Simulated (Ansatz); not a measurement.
Wavefunction ladder for CH7Al2NSi

Cartesian coordinates in Å:
```
C 1.382 0.197 -1.716
N 0.513 0.256 -0.807
Al 0.327 0.996 0.977
Si -0.596 -1.131 1.710
Al -1.297 -0.363 -0.488
H 1.194 -0.319 -2.662
H 2.367 0.662 -1.605
H 1.102 2.340 1.298
H 0.243 -2.346 1.907
H -1.631 -1.044 2.778
H -1.341 1.229 0.347
H -2.265 -0.476 -1.738
```

The species carries charge 0 and has multiplicity 1. The bonds changed during the relaxation, so this is another structure than the one it started from. The structure was optimised at the PBE0-D4/def2-TZVP level. It is one conformer, not always the lowest. Frozen core, restricted reference, Ansatz. CBS rows extrapolate triple and quadruple zeta; past MP2 they add the triple-zeta difference.

```json
{"basis": "def2-TZVPP", "HF (Eh)": "-869.22830", "MP2 corr.": "-0.65370", "CCSD corr.": "-0.71222", "(T)": "-0.03134", "CCSD(T) total": "-869.97186"}
{"basis": "def2-QZVPP", "HF (Eh)": "-869.25523", "MP2 corr.": "-0.69876", "CCSD corr.": "–", "(T)": "–", "CCSD(T) total": "–"}
{"basis": "CBS(def2)", "HF (Eh)": "-869.25894", "MP2 corr.": "-0.73215", "CCSD corr.": "-0.79068", "(T)": "as TZ", "CCSD(T) total": "-870.08096"}
```
